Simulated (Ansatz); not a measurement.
`[O]=[Mo]([F])([F])([F])[F]`, 6 atoms. The species carries charge 0 and has multiplicity 1. Correlated methods include outer-core shells of Mo, which these sets cover unevenly. Mo takes the def2 core potential. All runs use 4 threads of an Arm Neoverse V1 on a shared host. Correlated methods freeze the cores.

**Question.** How many basis functions does each run have, and how long does it take in Ansatz? RKS PBE0-D4/def2-TZVP relaxation (5 steps); RKS PBE0-D4/def2-QZVPP energy; RKS PBE0-D4/def2-SVP energy; RKS ωB97M-V/def2-QZVPP energy; RKS r2SCAN0-D4/def2-TZVPP energy; RKS PBE0-D4/def2-TZVPP energy; RHF-CCSD(T)/def2-TZVPP energy; RKS BHLYP-D4/def2-TZVPP energy; direct RPA on PBE orbitals/def2-TZVPP energy; RHF-MP2/def2-QZVPP energy; RKS PBE0-D4/def2-TZVP frequencies; RKS B3LYP-D4/def2-TZVPP energy and forces. (An estimate is asked.)

**Answer.** Ansatz gave: Other jobs shared the machine, so times are rough.

```
                                level                   job  functions  wall time  peak host memory (GiB)
                 RKS PBE0-D4/def2-SVP                energy        101      1.2 s                    0.41
               RKS PBE0-D4/def2-TZVPP                energy        211      2.5 s                    0.45
              RKS BHLYP-D4/def2-TZVPP                energy        211      2.9 s                    0.45
              RKS B3LYP-D4/def2-TZVPP     energy and forces        211      3.5 s                    0.48
            RKS r2SCAN0-D4/def2-TZVPP                energy        211      4.5 s                    0.47
               RKS PBE0-D4/def2-QZVPP                energy        366      5.5 s                       1
direct RPA on PBE orbitals/def2-TZVPP                energy        211      5.5 s                    0.45
                   RHF-MP2/def2-QZVPP                energy        366       14 s                     1.5
               RKS ωB97M-V/def2-QZVPP                energy        366       14 s                     1.2
                RKS PBE0-D4/def2-TZVP  relaxation (5 steps)        195       19 s                     0.4
                RKS PBE0-D4/def2-TZVP           frequencies        195       81 s                    0.41
               RHF-CCSD(T)/def2-TZVPP                energy        211    3.9 min                       4
```

B3LYP here is the variant with VWN-RPA as its local correlation; programs differ in this.
